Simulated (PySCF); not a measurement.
Compound: H8N2SiSn.
Cartesian coordinates in Å at the PBE0-D3(BJ)/def2-SVP level; atoms count from 1:
```xyz
12
H8N2SiSn angstrom
Si    -1.941   -0.029    0.309
N     -0.668    0.129   -0.862
N      0.524   -0.582   -0.724
Sn     2.077    0.295    0.277
H     -3.071    0.836   -0.149
H     -2.439   -1.438    0.464
H     -1.449    0.405    1.652
H     -0.870    0.398   -1.822
H      0.409   -1.593   -0.698
H      2.604    1.607   -0.688
H      3.274   -0.925    0.414
H      1.588    0.868    1.821
```

Computed, not measured: PBE0-D3(BJ)/def2-SVP geometry optimisation, gas phase, def2 core potentials past Kr in PySCF 2.14.0.

Question: Which atoms are bound to Sn4, and at what distances?

Answer: 4 atoms: H10 1.712 Å, H11 1.714 Å, H12 1.718 Å, N3 2.046 Å. The nearest atom not counted as bound is H9, at 2.70 Å.

Question: List the angles at Sn4.

Answer: 
```
      angle  degrees  distance of the outer atoms (Å)
H10–Sn4–H11    112.0                             2.84
 N3–Sn4–H12    111.5                             3.12
H11–Sn4–H12    111.4                             2.83
H10–Sn4–H12    109.8                             2.81
 N3–Sn4–H10    106.6                             3.02
 N3–Sn4–H11    105.3                             3.00
```

Question: What is the shape at Sn4?

Answer: Distorted tetrahedral: angles from 105.3° to 112.0°; τ4 = (360° − α − β)/141° = 0.97 with α and β the two widest (0 for a square, 1 for a tetrahedron).

Question: What are the other bond lengths?

Answer: Si1–N2 1.737 Å; N2–N3 1.394 Å; Si1–H5, Si1–H6, Si1–H7 1.497 Å; N2–H8 1.017 Å; N3–H9 1.018 Å.

Question: Give some angles away from the centre.

Answer: Si1–N2–N3 120.9°, N2–N3–Sn4 118.6°.

Question: What are the rotational constants (commonest isotopes, rigid rotor)?

Answer: A = 9639, B = 1031, C = 982.6 MHz: a near-prolate asymmetric top.

Point group: C1 (no symmetry element, even within 0.4 Å). Charge 0, singlet. Stationary, but not proved a minimum.

Time: 94 s wall; peak memory 0.48 GiB. Hardware: one thread, Arm Neoverse V2 (aarch64), shared host. That covers the optimisation of the geometry.

One conformer stands for the species.
